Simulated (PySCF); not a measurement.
C5H5F3O.
Z-matrix (Å and degrees, PBE0-D3(BJ)/def2-SVP geometry), rows numbered from 1:
```
C 
C   1  1.3319
C   2  1.4929  1  124.25
C   3  1.5064  2  113.24  1   128.98
O   4  1.1980  3  125.60  2     8.18
C   4  1.5458  3  114.82  2  -172.33
F   6  1.3367  4  109.99  3   -55.64
F   6  1.3171  4  111.75  3  -176.60
F   6  1.3372  4  109.60  3    62.71
H   1  1.0950  2  121.64  3    -0.36
H   1  1.0927  2  121.28  3   179.67
H   2  1.0951  1  119.88  3   179.49
H   3  1.1077  2  111.31  1  -111.96
H   3  1.1027  2  112.07  1     5.51
```

All values: PBE0/def2-SVPD (PySCF, non-relativistic), on one gas-phase PBE0-D3(BJ)/def2-SVP geometry that isn't relaxed in the solvent. The solvent is an IEF-PCM continuum (Bondi radii, 1.10 Å for H, scaled by 1.2), and excitations are vertical TDDFT with non-equilibrium linear response and a frozen core. Specific hydrogen bonds and non-electrostatic terms are outside this model.

```
run  E − E(gas) (kcal/mol)  HOMO (eV)  HOMO–LUMO gap (eV)  dipole (D)  lowest singlet (eV)  static polarisability (au)
gas                   0.00      -7.98                6.26        2.66                 4.31                        65.8
  P                  -5.13      -7.75                6.13        3.41                 4.40                        85.5
  Q                  -3.59      -7.79                6.15        3.18                 4.37                        79.0
```

Task: The runs were made in chloroform and dimethylsulfoxide. Which run belongs to which solvent?

Result: P = dimethylsulfoxide, Q = chloroform. The dielectric constants are 4.711 (chloroform), 46.83 (dimethylsulfoxide), and the energy falls further as ε rises. The optical constants n² used for the excitations are 2.09, 2.19 in the same order. In this model the ground state sees the solvent through ε alone.

Task: How constant is the ratio of the lowering to (ε − 1)/(2ε + 1)?

Result: 
```json
{"solvent": "chloroform", "(ε − 1)/(2ε + 1)": "0.356", "E − E(gas) (kcal/mol)": "-3.59", "ratio (kcal/mol)": "-10.1", "polarisation term (kcal/mol)": "-4.00"}
{"solvent": "dimethylsulfoxide", "(ε − 1)/(2ε + 1)": "0.484", "E − E(gas) (kcal/mol)": "-5.13", "ratio (kcal/mol)": "-10.6", "polarisation term (kcal/mol)": "-6.01"}
```

The ratio changes by +5.1 % in size from chloroform to dimethylsulfoxide. The polarisation term is half the interaction of the solute with the induced surface charges.
